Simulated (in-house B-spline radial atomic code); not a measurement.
Checks on a self-consistent run for Pm, [Kr] 4d10 (4f5/2)5 5s2 (5p1/2)2 (5p3/2)3 6s2 (6d5/2)1. Level of theory: Dirac-Hartree-Fock, average of the jj configuration, Fermi nucleus of rms radius 4.962 fm; calculated with a radial B-spline atomic code at the basis-set limit.

```json
{"orbital": "1s1/2", "q": "2", "ε (Eh)": "-1670.48009", "<1/r>": "67.4195", "<r²>": "0.000731495", "small-component weight": "0.051312"}
{"orbital": "2s1/2", "q": "2", "ε (Eh)": "-275.99193", "<1/r>": "16.0109", "<r²>": "0.0114795", "small-component weight": "0.011269"}
{"orbital": "2p1/2", "q": "2", "ε (Eh)": "-260.69922", "<1/r>": "15.9495", "<r²>": "0.00840962", "small-component weight": "0.011267"}
{"orbital": "2p3/2", "q": "4", "ε (Eh)": "-240.04604", "<1/r>": "14.2877", "<r²>": "0.00964976", "small-component weight": "0.010526"}
{"orbital": "3s1/2", "q": "2", "ε (Eh)": "-62.18035", "<1/r>": "5.82863", "<r²>": "0.0768569", "small-component weight": "0.0035355"}
{"orbital": "3p1/2", "q": "2", "ε (Eh)": "-55.63440", "<1/r>": "5.72883", "<r²>": "0.0722651", "small-component weight": "0.0034612"}
{"orbital": "3p3/2", "q": "4", "ε (Eh)": "-51.34565", "<1/r>": "5.31762", "<r²>": "0.0792901", "small-component weight": "0.0032641"}
{"orbital": "3d3/2", "q": "4", "ε (Eh)": "-40.13793", "<1/r>": "5.16947", "<r²>": "0.0643562", "small-component weight": "0.0031186"}
{"orbital": "3d5/2", "q": "6", "ε (Eh)": "-39.14966", "<1/r>": "5.07231", "<r²>": "0.0660499", "small-component weight": "0.0030676"}
{"orbital": "4s1/2", "q": "2", "ε (Eh)": "-13.38986", "<1/r>": "2.39703", "<r²>": "0.396893", "small-component weight": "0.0010756"}
{"orbital": "4p1/2", "q": "2", "ε (Eh)": "-10.89696", "<1/r>": "2.28793", "<r²>": "0.423257", "small-component weight": "0.001003"}
{"orbital": "4p3/2", "q": "4", "ε (Eh)": "-9.83699", "<1/r>": "2.1557", "<r²>": "0.461162", "small-component weight": "0.00093878"}
{"orbital": "4d3/2", "q": "4", "ε (Eh)": "-5.75574", "<1/r>": "1.93048", "<r²>": "0.546147", "small-component weight": "0.00078115"}
{"orbital": "4d5/2", "q": "6", "ε (Eh)": "-5.30985", "<1/r>": "1.89588", "<r²>": "0.558737", "small-component weight": "0.00076056"}
{"orbital": "4f5/2", "q": "5", "ε (Eh)": "-0.74432", "<1/r>": "1.36718", "<r²>": "1.16695", "small-component weight": "0.00042733"}
{"orbital": "5s1/2", "q": "2", "ε (Eh)": "-2.17273", "<1/r>": "0.909373", "<r²>": "2.345", "small-component weight": "0.00021823"}
{"orbital": "5p1/2", "q": "2", "ε (Eh)": "-1.43454", "<1/r>": "0.811048", "<r²>": "2.93199", "small-component weight": "0.00017886"}
{"orbital": "5p3/2", "q": "3", "ε (Eh)": "-1.27568", "<1/r>": "0.758905", "<r²>": "3.28287", "small-component weight": "0.00015911"}
{"orbital": "6s1/2", "q": "2", "ε (Eh)": "-0.32100", "<1/r>": "0.316113", "<r²>": "17.3271", "small-component weight": "2.9467e-05"}
{"orbital": "6d5/2", "q": "1", "ε (Eh)": "-0.04846", "<1/r>": "0.0993614", "<r²>": "184.99", "small-component weight": "3.6665e-06"}
```

Electron-electron repulsion V_ee = 3652.1034 hartree.

**Question.** What total energy follows from the eigenvalues?

**Answer.** The eigenvalues count the repulsion twice, so E = Σqε - V_ee = -6369.246 - 3652.103 = -10021.349 hartree; the run printed -10021.349.

**Question.** Does the Dirac virial theorem hold?

**Answer.** For a point nucleus E = -2c²Σq·w, with w the small-component weight. Here Σq·w = 0.2668 and c = 137.0360, so the ratio E/(-2c²Σq·w) is 1.000105; the finite nucleus accounts for the departure from 1.

**Question.** What diamagnetic shielding (Lamb formula) and susceptibility (Langevin formula) do the radii give?

**Answer.** σ = (α²/3)Σq<1/r> = 401.783/(3·137.036²) = 7131.8 ppm, and χ = -0.79199×10⁻⁶·Σq<r²> = -202.9×10⁻⁶ cm³/mol with Σq<r²> = 256.25 bohr². Both are non-relativistic formulas without the paramagnetism of open shells; for so heavy an element the full relativistic shielding is larger by tens of per cent.
